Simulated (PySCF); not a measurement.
germanium monotelluride cation (GeTe), SMILES [Ge]=[Te] (connectivity only; charge and spin as stated), charge +1, multiplicity 2. Atoms are numbered in the order given.

```xyz
2

Ge     0.0000     0.0000    -1.5392
Te     0.0000     0.0000     0.9472
```
Charge +1, spin multiplicity 2.

Coordinates come from a PBE0-D3(BJ)/def2-TZVP optimisation. The spin state was assumed, not searched. The def2 effective core potentials stand for the cores of Te; spin–orbit coupling is left out.

Method: PBE0-D3(BJ)/def2-TZVP in PySCF.

Frequencies are harmonic and unscaled.

**Question.** Estimate the vibrational spectrum. (Estimate from the structure and the level; the computed values follow.)

**Answer.** 
```csv
mode,ν (cm⁻¹),IR (km/mol),moving atoms (share of kinetic energy)
1,274,21.7,"Ge 64 %, Te 36 %"
```
